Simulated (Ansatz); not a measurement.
Ga₉As₉H₂₄⁻, a nanocrystal cut from wurtzite GaAs (hydrogen-capped). Total charge -1; doublet. Geometry PBE-D4/def2-SVP, that of the neutral singlet; atoms count from 1.

```xyz
42

Ga   -4.2383    0.9515   -2.4836
As   -3.9505    2.3950   -0.3939
As   -2.0834   -0.2788   -2.1807
Ga   -0.0981    1.1636   -2.4629
Ga   -1.9971    2.2604    1.1528
As   -0.0400    2.5022   -0.3448
As    1.9341   -0.2331   -2.3189
Ga    4.0323    1.0478   -2.7711
Ga    2.0202    2.3060    1.0147
As    3.8625    2.4781   -0.6594
Ga   -2.0834   -1.7476   -0.1949
As   -1.8470   -0.1456    1.7181
As    0.0300   -3.0255   -0.1430
Ga    2.1048   -1.6995   -0.3384
Ga    0.1146   -0.4863    3.1905
As    1.9628   -0.1023    1.5879
Ga    0.1151   -4.7016    1.7094
As    0.1525   -2.9519    3.5723
H    -4.1352    1.9566   -3.6945
H    -5.4612    0.0081   -2.1649
H    -4.0892    3.8752   -0.7380
H    -5.1831    2.3017    0.5009
H    -1.9884   -1.2558   -3.3518
H    -0.1523    2.1102   -3.7242
H    -2.0604    3.2544    2.3736
H    -0.0719    3.9677   -0.7728
H     1.7804   -1.2137   -3.4808
H     3.8178    2.0542   -3.9663
H     5.2972    0.1330   -2.5466
H     2.1448    3.3029    2.2283
H     3.9584    3.9617   -1.0033
H     5.1525    2.3975    0.1519
H    -3.3830   -2.6278   -0.0330
H    -3.0484   -0.3957    2.6269
H    -0.0051   -3.8325   -1.4401
H     3.4326   -2.5490   -0.2670
H     0.1499    0.3794    4.5063
H     3.2291   -0.3239    2.4120
H    -1.2750   -5.4313    1.8590
H     1.5330   -5.3899    1.7652
H    -0.9572   -3.2188    4.5852
H     1.3237   -3.1966    4.5195
```

Single mean-field runs in def2-TZVP are fitted with def2-universal-jkfit. The highest occupied level of the charge -1 doublet lies above zero (up to 0.32 eV). By energy differences its removal costs 0.66 eV (vertical, to the charge 0 singlet, at PBE0-D4/def2-TZVP); self-interaction error and the lack of diffuse functions both raise the level.

Q: Estimate the Mulliken populations of the heavy atoms from the PBE0/def2-TZVP orbitals of Ansatz.

A: 
```
atom  charge (e)  spin (α − β)
 Ga1        0.13          0.09
 As2       -0.22          0.02
 As3       -0.31         -0.01
 Ga4        0.27          0.04
 Ga5        0.27          0.05
 As6       -0.34          0.07
 As7       -0.31         -0.01
 Ga8        0.13          0.09
 Ga9        0.27          0.05
As10       -0.22          0.02
Ga11        0.27          0.04
As12       -0.34          0.07
As13       -0.31         -0.01
Ga14        0.27          0.04
Ga15        0.27          0.05
As16       -0.34          0.07
Ga17        0.13          0.09
As18       -0.22          0.02
```
Mulliken values and Mayer orders depend strongly on the basis.

Q: Where does the spin sit?

A: Summed by element: Ga 0.57, As 0.25, H 0.18, of 1 unpaired in all. Largest on single atoms: Ga8 0.09, Ga1 0.09, Ga17 0.09.

Q: And the Mayer bond orders between bonded heavy atoms (over 0.3)?

A: Ga1–As2 0.65 (2.56 Å); Ga1–As3 0.73 (2.50 Å); As2–Ga5 0.65 (2.50 Å); As3–Ga4 0.77 (2.47 Å); As3–Ga11 0.77 (2.47 Å); Ga4–As6 0.73 (2.51 Å); Ga4–As7 0.77 (2.47 Å); Ga5–As6 0.77 (2.48 Å); Ga5–As12 0.77 (2.48 Å); As6–Ga9 0.77 (2.48 Å); As7–Ga8 0.73 (2.50 Å); As7–Ga14 0.77 (2.47 Å); Ga8–As10 0.65 (2.56 Å); Ga9–As10 0.65 (2.50 Å); Ga9–As16 0.77 (2.48 Å); Ga11–As12 0.73 (2.51 Å); Ga11–As13 0.77 (2.47 Å); As12–Ga15 0.77 (2.48 Å); As13–Ga14 0.77 (2.47 Å); As13–Ga17 0.73 (2.50 Å); Ga14–As16 0.73 (2.51 Å); Ga15–As16 0.77 (2.48 Å); Ga15–As18 0.65 (2.50 Å); Ga17–As18 0.65 (2.56 Å).
